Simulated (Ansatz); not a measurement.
```xyz
7

N     0.392    1.286   -0.323
Sn   -0.091   -0.553    0.282
Cl   -1.219   -0.382    2.273
Cl   -1.433   -1.762   -1.158
Cl    1.849   -1.747    0.562
H     0.924    1.281   -1.185
H    -0.421    1.877   -0.450
```

Total charge 0; spin multiplicity 1. Sn: def2 effective core potential.

Question: List the PBE/def2-TZVPP orbital energies in eV (Ansatz). (An estimate is asked.)

Answer: Ansatz gave: Occupied: -2739.32, -2739.32, -2739.21, -381.24, -249.88, -249.87, -249.76, -190.59, -190.59, -190.47, -190.40, -190.40, -190.39, -190.39, -190.28, -190.28, -134.97, -90.95, -90.93, -90.84, -27.52, -27.51, -27.48, -27.31, -27.29, -21.76, -20.73, -20.27, -20.17, -13.28, -12.68, -10.32, -9.88, -9.84, -8.32, -8.30, -8.29, -8.10, -8.05, -7.91, -7.14. Lowest empty: -3.31, -0.74, -0.66, -0.30, 1.06, 1.21, 1.91, 2.12.
